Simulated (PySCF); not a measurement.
## Mayer bond orders and bond lengths

C5H9NO.
Atom-mapped SMILES: `[CH2:1]=[CH:2][CH2:3][CH2:4][NH:5][CH:6]=[O:7]` (hydrogens: H8, H9 on C1; H10 on C2; H11, H12 on C3; H13, H14 on C4; H15 on N5; H16 on C6)

Structure used (GFN2-xTB), in Å, numbered top down from 1:
```xyz
16
C5H9NO angstrom
C      2.7365    0.2353   -0.2764
C      1.4727    0.5970   -0.1621
C      0.5128    0.0032    0.8202
C     -0.5626   -0.8507    0.1284
N     -1.4291   -0.0682   -0.7240
C     -2.6865    0.2534   -0.3701
O     -3.2404   -0.0979    0.6407
H      3.1668   -0.5205    0.3601
H      3.3975    0.6798   -1.0009
H      1.0673    1.3651   -0.8087
H      0.0136    0.8000    1.3764
H      1.0508   -0.6298    1.5270
H     -1.2055   -1.3085    0.8834
H     -0.0850   -1.6351   -0.4664
H     -1.0349    0.3037   -1.5724
H     -3.1815    0.8822   -1.1352
```

Bond orders from the PBE0/pcSseg-1 density (PySCF). The structure is a single GFN2-xTB conformer in the gas phase; no vibrational or solvent corrections.

Problem. How far do the computed orders between heavy atoms stray from the drawn ones?

Solution. The largest departure is 0.194, at N5–C6 (drawn single, 1.194). Drawn single, order above 1.12: N5–C6 (1.194).

Problem. Give the Mayer order of every bond, beside its length.

Solution. 
```json
{"bond": "C1–C2", "drawn as": "double", "length (Å)": "1.320", "Mayer order": "1.991"}
{"bond": "C2–C3", "drawn as": "single", "length (Å)": "1.496", "Mayer order": "1.024"}
{"bond": "C3–C4", "drawn as": "single", "length (Å)": "1.538", "Mayer order": "1.027"}
{"bond": "C4–N5", "drawn as": "single", "length (Å)": "1.446", "Mayer order": "0.908"}
{"bond": "N5–C6", "drawn as": "single", "length (Å)": "1.345", "Mayer order": "1.194"}
{"bond": "C6–O7", "drawn as": "double", "length (Å)": "1.205", "Mayer order": "1.898"}
{"bond": "C1–H8", "drawn as": "single", "length (Å)": "1.078", "Mayer order": "0.954"}
{"bond": "C1–H9", "drawn as": "single", "length (Å)": "1.077", "Mayer order": "0.955"}
{"bond": "C2–H10", "drawn as": "single", "length (Å)": "1.083", "Mayer order": "0.953"}
{"bond": "C3–H11", "drawn as": "single", "length (Å)": "1.092", "Mayer order": "0.937"}
{"bond": "C3–H12", "drawn as": "single", "length (Å)": "1.091", "Mayer order": "0.953"}
{"bond": "C4–H13", "drawn as": "single", "length (Å)": "1.092", "Mayer order": "0.939"}
{"bond": "C4–H14", "drawn as": "single", "length (Å)": "1.094", "Mayer order": "0.950"}
{"bond": "N5–H15", "drawn as": "single", "length (Å)": "1.007", "Mayer order": "0.925"}
{"bond": "C6–H16", "drawn as": "single", "length (Å)": "1.107", "Mayer order": "0.934"}
```

Bonds between the same two heavy elements. C–C: lowest C2–C3 and C3–C4 (1.024, 1.496 Å), highest C1–C2 (1.991, 1.320 Å). C–N: lowest C4–N5 (0.908, 1.446 Å), highest N5–C6 (1.194, 1.345 Å). Bonds named together lie within 0.004.

Problem. Sum the orders of all bonds at each heavy atom with more than one neighbour and set the sums beside the valence in the SMILES.

Solution. C1 3.900 (drawn 4), C2 3.968 (drawn 4), C3 3.941 (drawn 4), C4 3.824 (drawn 4), N5 3.027 (drawn 3), C6 4.026 (drawn 4). Orders between atoms that aren't bonded are not in these sums.

Mayer orders depend on the basis set.
